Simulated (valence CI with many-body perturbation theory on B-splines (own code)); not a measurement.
Os53+: one-electron terms

Method: configuration interaction combined with many-body perturbation theory (CI+MBPT): five valence electrons over a frozen Dirac-Fock core [Ar], radial functions for each j: 7 s, 7 p, 8 d, 6 f, 4 g, 1 h, with the one-electron correlation potential Σ1, the two-electron term Σ2, the three-electron term Σ3, Breit, model QED; selected CI, second order for the rest (own B-spline code, finite nucleus).

The last digits are not significant, and no measured levels were compared; by estimate large intervals hold to a few tenths of a per cent, small ones and those within an open d or f shell to about a per cent. Among the levels kept, up to 250 cm⁻¹ of a level comes from second order outside the variational space, and about a tenth of that is noise between levels of different J, which matters for small intervals. The list stops below the first excitations out of the core. Only levels of the ground parity were solved; by the run's estimate the other parity begins above the list, which can be wrong where configurations are misplaced.

These are the spectroscopic orbitals of the CI (the correlating ones are not listed), shaped by the core and the other valence electrons. h is the expectation value of the core's Dirac-Fock operator, without the valence repulsion; Σ1 is computed up to l = 3 at one energy for each symmetry, that of its lowest orbital but kept below the first core excitation, so for empty shells it is not the orbital's own correlation shift; Breit and QED include the response of the core.

| Orbital | h (hartree) | Σ1 (cm⁻¹) | Breit (cm⁻¹) | QED (cm⁻¹) | ⟨r⟩ (bohr) |
| --- | --- | --- | --- | --- | --- |
| 4s1/2 | -126.4 | -8228 | 17061 | 13247 | 0.3593 |
| 5s1/2 | -77.743 | -3179 | 8270 | 6567 | 0.5839 |
| 6s1/2 | -52.627 | -1599 | 4530 | 3676 | 0.8655 |
| 4p1/2 | -123.11 | -10926 | 27160 | 667 | 0.3529 |
| 5p1/2 | -76.106 | -3980 | 13450 | 348 | 0.5809 |
| 6p1/2 | -51.7 | -1963 | 7448 | 199 | 0.8659 |
| 4p3/2 | -117.61 | -9940 | 15459 | 1776 | 0.3710 |
| 5p3/2 | -73.42 | -3816 | 7766 | 909 | 0.6032 |
| 6p3/2 | -50.191 | -1918 | 4775 | 518 | 0.8927 |
| 3d3/2 | -210.08 | -21830 | 35175 | -2389 | 0.1616 |
| 4d3/2 | -113.16 | -10956 | 13222 | -672 | 0.3488 |
| 5d3/2 | -71.256 | -4237 | 6447 | -303 | 0.5887 |
| 3d5/2 | -206.78 | -19446 | 18850 | -610 | 0.1655 |
| 4d5/2 | -111.91 | -10319 | 7095 | -45.8 | 0.3536 |
| 5d5/2 | -70.628 | -3938 | 3434 | 3.3 | 0.5946 |
| 4f5/2 | -107.88 | -27531 | 2132 | -508 | 0.3140 |
| 5f5/2 | -68.763 | -10832 | 940 | -240 | 0.5603 |
| 4f7/2 | -107.41 | -21282 | 167 | -237 | 0.3162 |
| 5f7/2 | -68.512 | -8376 | 146 | -102 | 0.5629 |
| 5g7/2 | -67.392 |  | 187 | -72.0 | 0.5030 |
| 5g9/2 | -67.272 |  | -35.5 | -3.9 | 0.5043 |

Among the shells of the start configuration 3d5, Σ1 is largest in size for 3d3/2, where it is 0.047 % of h.

Lowest root of each symmetry, sizes in configuration state functions:

```csv
J,Parity,Roots,Reference,Variational,Second order,Change by selected CI (cm⁻¹),Change by second order (cm⁻¹)
1/2,even,4,39,17682,1857,-23058,-2
3/2,even,7,67,24988,177364,-21393,-42
5/2,even,10,81,26529,167812,-21480,-109
7/2,even,7,72,23998,23610,-20565,-239
9/2,even,5,56,23990,20033,-21368,-212
11/2,even,3,35,24562,11692,-20400,-43
13/2,even,1,18,19646,6552,-19406,-7
```
